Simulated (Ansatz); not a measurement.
Geometry optimisation, RKS B3LYP-D4/def2-SVP in Ansatz.

Input file:

```yaml
crystal:
  periodic: [false, false, false]
  atoms:
    - { symbol: Ge, position_ang: [0.194925, 0.0, 0.050504] }
    - { symbol: F, position_ang: [0.558624, 0.0, 1.716211] }
    - { symbol: H, position_ang: [1.712283, 0.0, -0.129383] }
    - { symbol: H, position_ang: [-0.574916, 1.274928, -0.353116] }
    - { symbol: H, position_ang: [-0.574916, -1.274928, -0.353116] }
basis:
  gaussian: { orbitals: def2-SVP }
hamiltonian:
  xc: b3lyp
  dispersion: d4
relax:
  f_tol: 0.03
  max_steps: 50
```

Launched with:

```bash
$ ansatz run input.yaml --threads 1 --pin off --max-ram 2048MiB --backend cpu --events-out ev --progress --plain --runs-dir out
```

Problem. Where does it end, and by what steps?

Solution. It converged. After 4 steps the energy has fallen by 0.412 eV; H3 moved furthest, 0.27 Å.

```csv
step,energy less start (eV),largest force component (eV/Å),accepted
0,0.0000,2.241,yes
1,-0.3764,0.260,yes
2,-0.4097,0.124,yes
3,-0.4119,0.088,yes
4,-0.4122,0.013,yes
```

```xyz
5
Properties=species:S:1:pos:R:3
Ge 0.260 0.000 0.101
F 0.331 0.000 1.850
H 1.715 0.000 -0.401
H -0.495 1.277 -0.310
H -0.495 -1.277 -0.310
```

Whether the end is a true minimum wasn't checked by a vibrational analysis.

Run time: 10 s on 1 thread of AMD EPYC 7R43 64-Core Processor (Zen 3), with other jobs on the host, peak memory 0.13 GiB.
